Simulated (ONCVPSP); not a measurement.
**Reading a pseudo-wave (Be)**

Columns: radius, all-electron u(r) and pseudo u(r) of the 1s shell (level -105.45 eV) of beryllium in the configuration 1s2 2s2; PBEsol, scalar-relativistic, ONCV scheme, ONCVPSP 4.0.1.

```csv
r (bohr),all-electron,pseudo
0.042,0.5184,0.2935
0.085,0.8850,0.5795
0.128,1.1265,0.8375
0.170,1.2721,1.0517
0.212,1.3513,1.2211
0.255,1.3819,1.3439
0.298,1.3755,1.4153
0.340,1.3440,1.4390
0.382,1.2950,1.4222
0.425,1.2327,1.3716
0.467,1.1646,1.2981
0.510,1.0909,1.2072
0.552,1.0174,1.1107
0.595,0.9426,1.0105
0.638,0.8695,0.9140
0.680,0.8008,0.8264
0.722,0.7353,0.7475
0.765,0.6719,0.6760
0.807,0.6139,0.6145
0.850,0.5584,0.5584
0.892,0.5082,0.5081
0.935,0.4606,0.4606
0.977,0.4178,0.4178
1.020,0.3777,0.3777
1.062,0.3419,0.3418
1.105,0.3085,0.3084
```

(1) How many radial nodes do the two functions have?

(2) At about which radius was the pseudo-wave matched?

(3) Is the pseudo-wave norm-conserving?

## Answers

(1) The all-electron 1s function has n − l − 1 = 0; the pseudo-wave has 0.

(2) 0.85 bohr, where the columns begin to agree (steps of 0.04 bohr).

(3) Yes: the ONCV scheme keeps the norm inside the radius equal to the all-electron one, which fixes the energy derivative of the logarithmic derivative at the level.
